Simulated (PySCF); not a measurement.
Compound: C3H13BSSi.
Cartesian coordinates in Å at the PBE0-D3(BJ)/def2-SVP level; atoms count from 1:
```
atom  x, y, z in Å
C1    -1.746    1.103    0.863
S2    -1.272   -0.605    1.165
C3    -2.379   -1.461    0.037
B4     0.477   -0.781    0.255
C5     1.570    0.043    1.101
Si6    3.258   -0.165    0.309
H7    -1.619    1.339   -0.203
H8    -1.069    1.730    1.459
H9    -2.782    1.271    1.189
H10   -3.422   -1.311    0.345
H11   -2.208   -1.104   -0.988
H12   -2.123   -2.527    0.097
H13    0.241   -0.357   -0.872
H14    0.610   -2.000    0.288
H15    1.657   -0.308    2.145
H16    1.372    1.130    1.133
H17    3.256    0.323   -1.107
H18    4.320    0.605    1.040
H19    3.680   -1.602    0.299
```

Computed with PySCF at B3LYP/def2-SVPD, non-relativistic, on one gas-phase PBE0-D3(BJ)/def2-SVP geometry that isn't relaxed in the solvent. The solvent is an IEF-PCM continuum (van der Waals radii × 1.2), and excitations are vertical TDDFT with non-equilibrium linear response and a frozen core. The model holds no explicit solvent molecules, cavitation or dispersion.

Gas-phase singlets (H = HOMO, L = LUMO):

| state | E (eV) | λ (nm) | f | leading configurations |
| --- | --- | --- | --- | --- |
| S1 | 6.369 | 195 | 0.010 | H→L 92% |
| S2 | 6.668 | 186 | 0.025 | H→L+1 82%, H-1→L 10% |
| S3 | 6.725 | 184 | 0.012 | H-1→L 84%, H→L+1 12% |
| S4 | 6.931 | 179 | 0.004 | H-1→L+1 87% |
| S5 | 7.021 | 177 | 0.046 | H-2→L 85% |

Problem. Give the list for benzene (ε = 2.271), n² = 2.25.

Solution. 
| state | E (eV) | λ (nm) | f | leading configurations | change by rank (eV) |
| --- | --- | --- | --- | --- | --- |
| S1 | 6.488 | 191 | 0.012 | H→L 94% | +0.119 |
| S2 | 6.854 | 181 | 0.060 | H→L+1 88% | +0.186 |
| S3 | 6.938 | 179 | 0.020 | H-1→L 90% | +0.213 |
| S4 | 7.135 | 174 | 0.010 | H→L+2 71%, H-2→L 12%, H-1→L+1 12% | +0.204 |
| S5 | 7.206 | 172 | 0.004 | H-1→L+1 73%, H→L+2 14% | +0.185 |

Problem. How does the list change in water (ε = 78.36)?

Solution. 
```tsv
state	E (eV)	λ (nm)	f	leading configurations	change by rank (eV)
S1	6.624	187	0.009	H→L 85%, H→L+1 9%	+0.255
S2	6.995	177	0.029	H→L+1 83%, H→L 9%	+0.327
S3	7.153	173	0.044	H→L+2 62%, H-1→L 31%	+0.428
S4	7.165	173	0.079	H-1→L 64%, H→L+2 24%	+0.234
S5	7.356	169	0.002	H-1→L+1 73%, H→L+3 17%	+0.335
```

Problem. How do the frontier levels move from gas to water?

Solution. 
```
orbital  gas (eV)  solvent (eV)  change (eV)
 LUMO+2      0.48          0.58        +0.10
 LUMO+1     -0.06          0.43        +0.49
   LUMO     -0.12          0.25        +0.37
   HOMO     -7.47         -7.40        +0.07
 HOMO-1     -7.69         -7.78        -0.09
 HOMO-2     -7.96         -8.10        -0.14
 HOMO-3     -8.44         -8.61        -0.17
```

The HOMO–LUMO gap goes from 7.36 to 7.66 eV. Rows go by rank; for LUMO, LUMO+1 and LUMO+2 the atom shares or the degeneracy differ between the runs, so the row needn't follow one orbital.

Cost: about 90 s of CPU time on one thread; the machine was shared, so the figure is rough. This is the whole response run at B3LYP/def2-SVPD in water, SCF included.
